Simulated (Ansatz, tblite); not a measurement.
Forces on B7N6⁺ at its PBE-D4/def2-SVP geometry. The state is a singlet with charge 1.

The xTB rows come from tblite. The restricted singlet is unstable towards broken spin symmetry in Hartree–Fock (as tested in another run); at PBE-D4/def2-TZVP this wasn't settled. Another isomer (singlet) lies 5.66 eV lower at PBE0-D4/def2-TZVP; other spin states weren't run for this one.

GFN1-xTB (tblite), largest force 0.74 eV/Å:

```xyz
13
positions Å, forces eV/Å
B    -0.904   -1.736    1.754    0.143    0.292   -0.290
B    -1.826   -3.478    3.489    0.258    0.489   -0.486
B    -2.691   -5.246    5.230    0.170    0.396   -0.385
B     1.804    3.482   -3.496   -0.248   -0.485    0.491
B     0.009    0.006    0.011    0.000   -0.001    0.000
B     0.913    1.745   -1.740   -0.157   -0.286    0.290
B     2.749    5.198   -5.248   -0.228   -0.371    0.383
N     0.464    0.880   -0.866    0.072    0.141   -0.145
N    -2.314   -4.368    4.374   -0.083   -0.233    0.224
N    -0.448   -0.866    0.887   -0.075   -0.143    0.139
N     2.244    4.378   -4.401    0.146    0.209   -0.219
N    -1.367   -2.617    2.633   -0.169   -0.332    0.327
N     1.369    2.623   -2.626    0.170    0.325   -0.331
```

GFN2-xTB (tblite), largest force 1.61 eV/Å:

```
B 0.166 0.313 -0.311
B 0.216 0.519 -0.505
B 0.432 1.112 -1.075
B -0.301 -0.480 0.496
B -0.005 0.002 0.001
B -0.158 -0.313 0.317
B -0.670 -1.012 1.055
N 0.080 0.152 -0.160
N -0.207 -0.795 0.752
N -0.081 -0.159 0.151
N 0.549 0.663 -0.710
N -0.201 -0.373 0.368
N 0.181 0.371 -0.377
```

PBE-D4/def2-TZVP (Ansatz), largest force 0.46 eV/Å:

```
B -0.023 -0.020 0.023
B 0.033 0.008 -0.014
B 0.167 0.306 -0.304
B 0.019 -0.025 0.019
B -0.003 0.002 0.001
B 0.004 0.027 -0.025
B -0.152 -0.309 0.312
N -0.006 -0.015 0.012
N -0.087 -0.092 0.098
N 0.010 0.011 -0.015
N 0.020 0.117 -0.111
N 0.014 0.002 -0.006
N 0.003 -0.012 0.009
```
